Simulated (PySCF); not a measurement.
An excited-state job on `BBCCCC=C`.

Method: TDDFT CAM-B3LYP/def2-SVPD, vertical, gas phase, core orbitals frozen in the response (PySCF 2.14.0, density-fitted response routines). Geometry: GFN2-xTB. The input is one job of a driver script: a line of settings, then coordinates in Å.

Command:
```bash
OMP_NUM_THREADS=1 python probes_run.py task.json out
```

Input:
```
{"job": {"kind": "uv", "xc": "CAM-B3LYP", "basis": "def2-SVPD", "nstates": 8, "ntriplets": 3}, "charge": 0, "multiplicity": 1}
B     -1.887017     1.393705     0.290296
B     -2.421839    -0.109946    -0.038294
C     -1.431255    -1.320407    -0.323948
C     -0.022817    -0.941260    -0.793721
C      0.653764     0.047092     0.153166
C      1.944497     0.563862    -0.385524
C      3.098545     0.518804     0.254379
H     -1.744640     2.215181    -0.540451
H     -1.793788     1.800362     1.391458
H     -3.562719    -0.403207    -0.034012
H     -1.851857    -2.038204    -1.033011
H     -1.347952    -1.864510     0.624721
H      0.597319    -1.838638    -0.877092
H     -0.086374    -0.493954    -1.788734
H     -0.038744     0.896622     0.286764
H      0.806733    -0.411425     1.132667
H      1.889122     0.996657    -1.376510
H      3.182475     0.093644     1.241288
H      4.006740     0.904872    -0.175740
```

Q: What does the run print?

A: 
```
coarse grid: 15048 points
cycle   1  E = -246.9546129959  dE =  6.776e-01  |g| = 3.121e-01  |ddm| = 7.842e+00
cycle   2  E = -246.9754956260  dE = -2.088e-02  |g| = 2.104e-01  |ddm| = 1.384e+00
cycle   3  E = -246.9869642784  dE = -1.147e-02  |g| = 4.060e-02  |ddm| = 4.612e-01
cycle   4  E = -246.9874072774  dE = -4.430e-04  |g| = 1.619e-02  |ddm| = 1.216e-01
cycle   5  E = -246.9874757986  dE = -6.852e-05  |g| = 3.827e-03  |ddm| = 4.350e-02
cycle   6  E = -246.9874798191  dE = -4.020e-06  |g| = 1.237e-03  |ddm| = 1.058e-02
final grid: 142920 points
cycle   7  E = -247.0413615690  dE = -4.378e-05  |g| = 4.128e-03  |ddm| = 1.435e-01
cycle   8  E = -247.0413620149  dE = -4.459e-07  |g| = 4.040e-03  |ddm| = 2.135e-02
cycle   9  E = -247.0413662959  dE = -4.281e-06  |g| = 4.449e-04  |ddm| = 7.856e-03
cycle  10  E = -247.0413663378  dE = -4.190e-08  |g| = 2.191e-04  |ddm| = 1.341e-03
cycle  11  E = -247.0413663504  dE = -1.258e-08  |g| = 3.502e-05  |ddm| = 5.840e-04
cycle  12  E = -247.0413663508  dE = -3.907e-10  |g| = 1.111e-05  |ddm| = 1.248e-04
converged SCF energy = -247.0413663508

Static polarisability (au): isotropic 91.808, principal 74.838 85.904 114.681

Singlet excitations
state   eV       nm        f      main configurations
  1   5.1429    241.1   0.01151   H-1->L 0.70, H->L 0.13, H-1->L+1 0.08
  2   5.3307    232.6   0.00590   H-1->L+1 0.71, H->L+1 0.14
  3   6.0625    204.5   0.00068   H-2->L+1 0.73, H-2->L 0.09
  4   6.3321    195.8   0.15689   H->L 0.64, H-1->L 0.11
  5   6.5075    190.5   0.04104   H-3->L 0.36, H-5->L 0.28, H->L 0.13
  6   6.9965    177.2   0.01624   H->L+1 0.68, H-1->L+1 0.12
  7   7.0444    176.0   0.06603   H-2->L 0.77, H-2->L+1 0.11
  8   7.4459    166.5   0.18646   H->L+2 0.35, H->L+3 0.24, H->L+4 0.16

Triplet excitations (Tamm-Dancoff, eV): 4.3825 4.4615 4.6632
```

The SCF starts on a coarse grid where the log names one; the energy can jump when the final grid takes over, and dE then counts from the start density on the new grid. H and L stand for HOMO and LUMO; the number after each pair is its weight.

Q: Which computed singlet has the largest oscillator strength, and what do all of them sum to?

A: State 8 at 7.45 eV (167 nm), f = 0.186; the 8 states sum to 0.485.

Q: Give the mean polarisability as a volume in Å³, and the ratio of the largest to the smallest principal value.

A: 91.808 au × 0.148185 = 13.60 Å³; 114.681/74.838 = 1.53.

In short: HOMO -8.90 eV, LUMO -0.22 eV; lowest singlet 5.14 eV; lowest triplet 4.38 eV (Tamm–Dancoff); mean polarisability 91.8 au.

Time: 99 s wall (grids of density and orbitals included); peak memory 1.0 GiB. Hardware: Arm Neoverse N1, one thread, on a shared host.

One conformer stands for the species.
Labels such as C1 count atoms from 1, the log's own numbers from 0.
